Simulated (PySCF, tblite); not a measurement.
Isomers of [C6H16P]+ (charge +1). Computed values, GFN2-xTB/tblite, gas phase, harmonic and unscaled. Against measured fundamentals such values can be off by several per cent, at times by over 20. Modes of hydrogen on phosphorus can be 10 to 20 % off. One conformer each.

Electronic energies: PBE0/pcSseg-1 single points on the GFN2-xTB geometries (PySCF, gas phase).

```tsv
SMILES	electronic energy, lowest = 0 (kcal/mol)
CC[C@@H](C)[PH+](C)C	0.0
CCC(C)(C)[PH2+]C	11.9
C[PH2+]CC(C)(C)C	12.3
CCCC[PH2+]CC	14.1
```

Question: How do GFN2-xTB zero-point energies change the relative energies?

Answer: 
```json
{"SMILES": "CC[C@@H](C)[PH+](C)C", "ZPE (kcal/mol)": "127.7", "of it from modes above 1550 cm⁻¹": "67.9", "electronic (kcal/mol)": "0.0", "with ZPE, lowest = 0 (kcal/mol)": "0.0", "lowest mode (cm⁻¹)": "56", "rings": "0"}
{"SMILES": "CCC(C)(C)[PH2+]C", "ZPE (kcal/mol)": "127.2", "of it from modes above 1550 cm⁻¹": "67.3", "electronic (kcal/mol)": "11.9", "with ZPE, lowest = 0 (kcal/mol)": "11.5", "lowest mode (cm⁻¹)": "67", "rings": "0"}
{"SMILES": "C[PH2+]CC(C)(C)C", "ZPE (kcal/mol)": "127.2", "of it from modes above 1550 cm⁻¹": "67.3", "electronic (kcal/mol)": "12.3", "with ZPE, lowest = 0 (kcal/mol)": "11.9", "lowest mode (cm⁻¹)": "68", "rings": "0"}
{"SMILES": "CCCC[PH2+]CC", "ZPE (kcal/mol)": "127.9", "of it from modes above 1550 cm⁻¹": "66.8", "electronic (kcal/mol)": "14.1", "with ZPE, lowest = 0 (kcal/mol)": "14.3", "lowest mode (cm⁻¹)": "49", "rings": "0"}
```

The zero-point energies span 0.7 kcal/mol, from `CCC(C)(C)[PH2+]C` to `CCCC[PH2+]CC`. The order is unchanged.

Question: And how do the electronic energies of GFN2-xTB itself compare?

Answer: `CC[C@@H](C)[PH+](C)C` 0.0; `CCC(C)(C)[PH2+]C` 5.4; `C[PH2+]CC(C)(C)C` 3.9; `CCCC[PH2+]CC` 9.7 kcal/mol, lowest = 0. Against the energies above, taken from the same isomer `CC[C@@H](C)[PH+](C)C`, the largest difference is 8.4 kcal/mol.

Question: What do entropy and thermal enthalpy add at 298.15 K and 1 bar (rigid rotor, harmonic oscillator, one conformer each)?

Answer: 
```json
{"SMILES": "CC[C@@H](C)[PH+](C)C", "point group": "C1", "symmetry number": "1", "S (cal/(mol K))": "100.4", "H − H(0) (kcal/mol)": "7.53", "ZPE + H − H(0) − TS (kcal/mol)": "105.3"}
{"SMILES": "CCC(C)(C)[PH2+]C", "point group": "C1", "symmetry number": "1", "S (cal/(mol K))": "98.8", "H − H(0) (kcal/mol)": "7.41", "ZPE + H − H(0) − TS (kcal/mol)": "105.2"}
{"SMILES": "C[PH2+]CC(C)(C)C", "point group": "C1", "symmetry number": "1", "S (cal/(mol K))": "98.0", "H − H(0) (kcal/mol)": "7.26", "ZPE + H − H(0) − TS (kcal/mol)": "105.3"}
{"SMILES": "CCCC[PH2+]CC", "point group": "C1", "symmetry number": "1", "S (cal/(mol K))": "101.5", "H − H(0) (kcal/mol)": "7.31", "ZPE + H − H(0) − TS (kcal/mol)": "105.0"}
```
